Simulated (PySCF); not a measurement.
**Multinuclear NMR of H$_{11}$O$_{3}$PSi$_{4}$**

Bonds (- single, = double, # triple, : aromatic): Si1-O2, O2-Si3, Si3-O4, O4-Si5, Si3-O6, O6-Si7, Si7-P8. Si1 carries H9, H10, H11; Si3 carries H12; Si5 carries H13, H14, H15; Si7 carries H16, H17; P8 carries H18, H19.

Isolated molecule, a single conformation, relativity neglected, rapidly exchanging positions averaged. Shielding tensors at PBE0/pcSseg-1 (GIAO); GFN2-xTB structure; PySCF 2.14.

(1) What are the 31P shifts?

(2) Where does 29Si resonate?

(3) What are the 17O shifts?

Results:

(1) 
```tsv
atoms	environment	σ (ppm)	δ (ppm)
P8	phosphorus bonded to Si, 2 H	609.6	-234.9
```

Shieldings were converted by a linear fit to measured shifts: 31P (scatter 18.1 ppm rms vs H3PO4, solution or neat liquid). A few per cent of atoms miss by over 2 rms, more outside the fitted compound classes.

On a 300 MHz spectrometer 31P resonates near 121.4 MHz, so 1 ppm is 121.4 Hz.

(2) 
| atoms | environment | σ (ppm) | δ (ppm) |
| --- | --- | --- | --- |
| Si7 | silicon bonded to O, P, 2 H | 368.9 | -23.3 |
| Si1/Si5 | silicon bonded to O, 3 H | 392.2 | -42.4 |
| Si3 | silicon bonded to 3 O, H | 426.0 | -70.2 |

Shieldings were converted by a linear fit to measured shifts: 29Si (scatter 8.9 ppm rms, 25.8 ppm with the 6 outliers that the fit left out vs TMS, solution or neat liquid). Occasional misses reach two or three times the rms, and more in compound classes unlike the fitted ones.

On a 400 MHz spectrometer 29Si resonates near 79.5 MHz, so 1 ppm is 79.5 Hz.

(3) 
```json
{"atoms": "O6", "environment": "oxygen bonded to 2 Si", "σ (ppm)": "266.5", "δ (ppm)": "23.9"}
{"atoms": "O2/O4", "environment": "oxygen bonded to 2 Si", "σ (ppm)": "284.1", "δ (ppm)": "7.9"}
```

Shieldings were converted by a linear fit to measured shifts: 17O: δ = 266.70 − 0.911σ (rms 10.7 ppm, 155 shifts, 12.2 ppm with the 3 outliers that the fit left out vs liquid water, solution or neat liquid). A few per cent of atoms miss by over 2 rms, more outside the fitted compound classes.

On a 500 MHz spectrometer 17O resonates near 67.8 MHz, so 1 ppm is 67.8 Hz.
